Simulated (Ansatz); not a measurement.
This geometry of GeH$_{3}$ (4 atoms, charge 0, multiplicity 2) is a first-order saddle point.

All numbers below come from Ansatz, UKS PBE0-D4/def2-SVP.

```xyz
4
Properties=species:S:1:pos:R:3
Ge 0.000 0.000 0.000
H 1.168 0.070 0.970
H -0.841 -1.263 -0.086
H -0.327 1.193 -0.884
```

Problem. Which two structures does it join? (They come from a converged band through this point; their orientation in space is the band's.)

Solution. No bond is made or broken. The height of Ge1 over the plane of its neighbours goes from 0.47 to -0.47 Å. The two ends are copies of one structure, up to a mirror image or an exchange of like atoms.

First end point:

```xyz
4
Properties=species:S:1:pos:R:3
Ge 0.216 -0.127 -0.251
H 1.056 0.110 1.020
H -0.884 -1.177 0.000
H -0.388 1.194 -0.770
```

Last end point:

```xyz
4
Properties=species:S:1:pos:R:3
Ge -0.216 0.127 0.251
H 1.200 0.026 0.853
H -0.740 -1.262 -0.167
H -0.244 1.110 -0.937
```

Problem. How far does it lie above each of them?

Solution. 0.210 eV above the first and 0.210 eV above the second. This is the barrier of this one path; another mechanism may lie lower.

Time of the run: 100 s on 1 CPU thread of a shared host.
